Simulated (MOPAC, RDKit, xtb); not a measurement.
Torsion H5–C1–N2–B3 in CH6BNO (SMILES CNBO); at each angle all else is relaxed with GFN2-xTB, and the levels are single points there.
Geometry at 0° (charge 0, multiplicity 1):
```xyz
10

C     -1.208     0.572     0.038
N     -0.381    -0.614     0.061
B      0.998    -0.649     0.259
O      1.655     0.530     0.452
H     -0.567     1.434     0.203
H     -1.967     0.537     0.825
H     -1.712     0.681    -0.927
H     -0.900    -1.464    -0.085
H      1.548    -1.693     0.253
H      2.596     0.444     0.582
```

On the grid 0° to 120°, 60° is the highest and 0° the lowest point at MP2/CBS(cc-pVTZ, cc-pVQZ) + ΔCCSD(T)/cc-pVDZ.

The state that PM7 reach isn't checked; PM7 holds dispersion and hydrogen-bond terms.

The values were computed with MOPAC for PM7 (differences of heats of formation); RDKit for the force fields; xtb for the GFN methods. Each number belongs to the level named beside it.

### Question
One of these levels gives 0.25 kcal/mol for the energy at 60° less that at 0°. Which?
A. PM7
B. UFF
C. GFN1-xTB

### Answer
A, PM7. The others give -1.82 (UFF), 1.01 (GFN1-xTB)
